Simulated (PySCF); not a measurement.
Species: C4H5F4O (doublet state).
Cartesian coordinates in Å at the GFN2-xTB level; atoms count from 1:
```
atom  x, y, z in Å
F1     2.7376    1.4963    0.0521
C2     2.7404    0.2430    0.5658
O3     1.6079   -0.4687    0.3882
C4     0.3961    0.2604    0.3576
C5    -0.7450   -0.7527    0.2995
C6    -2.0865   -0.0516    0.2435
F7    -2.2051    0.7390   -0.8328
F8    -3.1024   -0.9227    0.1940
F9    -2.3009    0.7288    1.3128
H10    3.6452   -0.3049    0.3506
H11    0.3105    0.8871    1.2560
H12    0.3732    0.9150   -0.5240
H13   -0.6461   -1.3781   -0.5894
H14   -0.7255   -1.3915    1.1838
```

The hyperfine couplings belong to this conformer and change with its torsions.

The species is `F[CH]OCCC(F)(F)F` [radical].

Method used: UKS B3LYP, pcH-1 on C F H O, non-relativistic, mean-field spin-orbit, GIAO in PySCF. Geometry: GFN2-xTB, one conformer, isolated molecule. A GFN2-xTB geometry isn't a minimum of the functional, and hyperfine couplings can be far from their values at a DFT geometry. The SCF solution wasn't tested for stability.

Task: Match the computed a_iso(19F) values +249.5, +0.6 MHz (means over equivalent nuclei) with the sites F1; F7/F8/F9.

Result: 
| site | a_iso (MHz) | ρ(0) (bohr⁻³) | position | distance from C2 (Å) | bound to | spin population there | largest \|T\| (MHz) |
| --- | --- | --- | --- | --- | --- | --- | --- |
| F1 | +249.5 | +0.0593 | 1 bond from C2 | 1.35 | C2 | +0.83 | 444.8 |
| F7/F8/F9 | +0.6 | +0.0001 | 5 bonds from C2 | 5.42 | C6 | 0.00 | 1.2 |

Task: The isotropic 1H couplings, averaged over equivalent nuclei, are +31.7, +12.2, -0.2 MHz. Assign them to H10; H11/H12; H13/H14.

Result: 
```csv
site,a_iso (MHz),ρ(0) (bohr⁻³),position,distance from C2 (Å),bound to,spin population there,largest |T| (MHz)
H10,+31.7,+0.0071,"α, 1 bond from C2",1.08,C2,+0.83,36.6
H11/H12,+12.2,+0.0027,"γ, 3 bonds from C2",2.65,C4,-0.01,7.4
H13/H14,-0.2,0.0000,4 bonds from C2,3.90,C5,0.00,3.2
```

ρ(0) is the spin density at the nucleus and T the dipolar tensor; entries for several nuclei are means. The largest Mulliken spin populations are on C2 (+0.83) and O3 (+0.11). C2 is the only atom above +0.15. The angles at C2 add up to 343.4°, so it is pyramidal.

Class means assume fast exchange of nuclei equivalent by connectivity; if that motion is slow, each nucleus keeps its own coupling.

On one thread, Arm Neoverse V2 (aarch64), shared host with 96 logical CPUs at a one-minute load of 32, this took 66 s of wall time (grids of density and orbitals included) and 1.1 GiB of memory at its peak.
